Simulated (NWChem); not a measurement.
System: AlH3; SMILES [AlH3]

Parts of the log:

```
             Northwest Computational Chemistry Package (NWChem) 7.3.0
             --------------------------------------------------------

                             Geometry "geometry" -> ""
                             -------------------------

 Output coordinates in angstroms (scale by  1.889725989 to convert to a.u.)

  No.       Tag          Charge          X              Y              Z
 ---- ---------------- ---------- -------------- -------------- --------------
    1 Al                  13.0000     0.00000000     0.00000000     0.00000000
    2 H                    1.0000     1.12144700     1.12144700     0.00000000
    3 H                    1.0000     0.41047800    -1.53192500     0.00000000
    4 H                    1.0000    -1.53192500     0.41047800     0.00000000

 Effective nuclear repulsion energy (a.u.)      13.5907589599

                                 NWChem DFT Module
                                 -----------------

 Summary of "ao basis" -> "ao basis" (spherical)
 ------------------------------------------------------------------------------
       Tag                 Description            Shells   Functions and Types
 ---------------- ------------------------------  ------  ---------------------
 Al                         6-311g**                12       26   6s5p1d
 H                          6-311g**                 4        6   3s1p

            General Information
            -------------------
          SCF calculation type: DFT
          Wavefunction type:  closed shell.
          No. of atoms     :     4
          No. of electrons :    16
           Alpha electrons :     8
            Beta electrons :     8
          Charge           :     0
          Spin multiplicity:     1
          Use of symmetry is: off; symmetry adaption is: off
          Maximum number of iterations: 150
          AO basis - number of functions:    44
                     number of shells:    24
          Convergence on energy requested:  1.00D-06
          Convergence on density requested:  1.00D-05
          Convergence on gradient requested:  5.00D-04

              XC Information
              --------------
                         PBE0 Method XC Functional
                     Hartree-Fock (Exact) Exchange  0.250
          PerdewBurkeErnzerhof Exchange Functional  0.750
            Perdew 1991 LDA Correlation Functional  1.000 local
           PerdewBurkeErnz. Correlation Functional  1.000 non-local

             Grid Information
             ----------------
          Grid used for XC integration:  medium
          Radial quadrature: Mura-Knowles
          Angular quadrature: Lebedev.
          Tag              B.-S. Rad. Rad. Pts. Rad. Cut. Ang. Pts.
          ---              ---------- --------- --------- ---------
          Al                  1.25       88           8.0       590
          H                   0.35       45           9.0       434
          Grid pruning is: on
          Number of quadrature shells:   223
          Spatial weights used:  Erf1

      Superposition of Atomic Density Guess
      -------------------------------------

 Sum of atomic energies:        -243.37381741

      Non-variational initial energy
      ------------------------------

 Total energy =    -243.363055
 1-e energy   =    -364.922464
 2-e energy   =     107.968650
 HOMO         =      -0.361732
 LUMO         =      -0.027125

   convergence    iter        energy       DeltaE   RMS-Dens  Diis-err
 ---------------- ----- ----------------- --------- --------- ---------
 d= 0,ls=0.0,diis     1   -244.0641956810 -2.58D+02  5.51D-03  2.15D-01
 d= 0,ls=0.0,diis     2   -244.0746763787 -1.05D-02  1.99D-03  3.91D-03
 d= 0,ls=0.0,diis     3   -244.0752266857 -5.50D-04  4.35D-04  1.33D-03
 d= 0,ls=0.0,diis     4   -244.0753326897 -1.06D-04  6.71D-05  8.63D-06
 d= 0,ls=0.0,diis     5   -244.0753340688 -1.38D-06  9.16D-06  6.40D-08
 d= 0,ls=0.0,diis     6   -244.0753340855 -1.67D-08  7.39D-07  4.51D-10

         Total DFT energy =     -244.075334085489
      One electron energy =     -365.798214416667
           Coulomb energy =      127.744145431409
    Exchange-Corr. energy =      -19.612024060104
 Nuclear repulsion energy =       13.590758959872

 Numeric. integr. density =       15.999992717981

                       DFT Final Molecular Orbital Analysis
                       ------------------------------------

[...]

                                NWChem TDDFT Module
                                -------------------

            General Information
            -------------------
           No. of orbitals :      88
            Alpha orbitals :      44
             Beta orbitals :      44
        Alpha frozen cores :       0
         Beta frozen cores :       0
     Alpha frozen virtuals :       0
      Beta frozen virtuals :       0
         Spin multiplicity :       1
    Number of AO functions :      44
        Use of symmetry is : off
      Symmetry adaption is : off
         Schwarz screening :  0.10D-07

              XC Information
              --------------
                  PBE0 Method XC Functional
              Hartree-Fock (Exact) Exchange   0.25
   PerdewBurkeErnzerhof Exchange Functional   0.75
     Perdew 1991 LDA Correlation Functional   1.00 local
    PerdewBurkeErnz. Correlation Functional   1.00 non-local

             TDDFT Information
             -----------------
          Calculation type : Tamm-Dancoff TDDFT
         Wavefunction type : Restricted singlets
          No. of electrons :      16
           Alpha electrons :       8
            Beta electrons :       8
              No. of roots :       6
          Max subspacesize :    5200
            Max iterations :     100
               Target root :       1
           Target symmetry : none
             Energy Cutoff :-0.53D+02
      Symmetry restriction : off
                 Algorithm : Optimal
        Davidson threshold :  0.10D-03

    6 smallest eigenvalue differences (eV)
--------------------------------------------------------
  No. Spin  Occ  Vir  Irrep   E(Occ)    E(Vir)   E(Diff)
--------------------------------------------------------
    1    1    1    9 a       -56.146    -0.065  1526.023
    2    1    1   10 a       -56.146     0.047  1529.081
    3    1    1   11 a       -56.146     0.049  1529.128
    4    1    1   12 a       -56.146     0.049  1529.128
    5    1    1   13 a       -56.146     0.116  1530.955
    6    1    1   14 a       -56.146     0.119  1531.050
--------------------------------------------------------

  Entering Davidson iterations
  Restricted singlet excited states

  Iter   NTrls   NConv    DeltaV     DeltaE      Time
  ----  ------  ------  ---------  ---------  ---------
    1      6       0     0.92E-01   0.10+100        1.8
    2     12       0     0.14E-01   0.54E-02        1.8
    3     18       3     0.38E-01   0.52E-02        1.8
    4     21       4     0.12E-02   0.25E-02        1.3
    5     23       5     0.14E-03   0.35E-07        1.1
    6     24       6     0.61E-04   0.59E-09        0.9
  ----  ------  ------  ---------  ---------  ---------
  Convergence criterion met

  Ground state a        -244.075334085489 a.u.

  ----------------------------------------------------------------------------
  Root   1 singlet a             55.985969043 a.u.             1523.4564 eV
  ----------------------------------------------------------------------------
     Transition Moments    X -0.00000   Y -0.00000   Z -0.01304
     Dipole Oscillator Strength                    0.0063469179
     Electric Quadrupole                           0.0000000000
     Magnetic Dipole                               0.0000000000
     Total Oscillator Strength                     0.0063469179

     Occ.    1  a   ---  Virt.    9  a       -0.98649
     Occ.    1  a   ---  Virt.   13  a        0.15515
     Occ.    1  a   ---  Virt.   25  a        0.05252
  ----------------------------------------------------------------------------
  Root   2 singlet a             56.110425763 a.u.             1526.8430 eV
  ----------------------------------------------------------------------------
     Transition Moments    X  0.00000   Y  0.00000   Z -0.00000
     Dipole Oscillator Strength                    0.0000000000
     Electric Quadrupole                           0.0000002939
     Magnetic Dipole                               0.0000000000
     Total Oscillator Strength                     0.0000002939

     Occ.    1  a   ---  Virt.   10  a       -0.99333
     Occ.    1  a   ---  Virt.   16  a       -0.08260
     Occ.    1  a   ---  Virt.   19  a        0.07787
  ----------------------------------------------------------------------------
  Root   3 singlet a             56.134128527 a.u.             1527.4880 eV
  ----------------------------------------------------------------------------
     Transition Moments    X -0.00321   Y -0.00312   Z -0.00000
     Dipole Oscillator Strength                    0.0007505840
     Electric Quadrupole                           0.0000001309
     Magnetic Dipole                               0.0000000000
     Total Oscillator Strength                     0.0007507150

     Occ.    1  a   ---  Virt.   12  a       -0.95581
     Occ.    1  a   ---  Virt.   14  a       -0.28511
     Occ.    1  a   ---  Virt.   17  a       -0.06101
  ----------------------------------------------------------------------------
  Root   4 singlet a             56.134128568 a.u.             1527.4880 eV
  ----------------------------------------------------------------------------
     Transition Moments    X -0.00312   Y  0.00321   Z -0.00000
     Dipole Oscillator Strength                    0.0007506632
     Electric Quadrupole                           0.0000001309
     Magnetic Dipole                               0.0000000000
     Total Oscillator Strength                     0.0007507941

[...]
```

Level: PBE0/6-311G** (spherical d), restricted-window TDA. Geometry: optimised at PBE0-D3(BJ)/def2-TZVP. The quadrupole and magnetic terms of the printed total strengths depend on the origin.

Task: Reconstruct the input file.

Result: Several could match; the one computed here: the input that was run:
```
start job
memory heap 200 mb stack 900 mb global 1100 mb
geometry units angstroms noautosym nocenter noautoz
  Al     0.000000     0.000000     0.000000
  H      1.121447     1.121447     0.000000
  H      0.410478    -1.531925     0.000000
  H     -1.531925     0.410478     0.000000
end
basis spherical
  Al library 6-311g**
  H library 6-311g**
end
dft
  xc pbe0
  iterations 150
end
tddft
  cis
  ecut -53.0
  nroots 6
  notriplet
end
task tddft energy
```
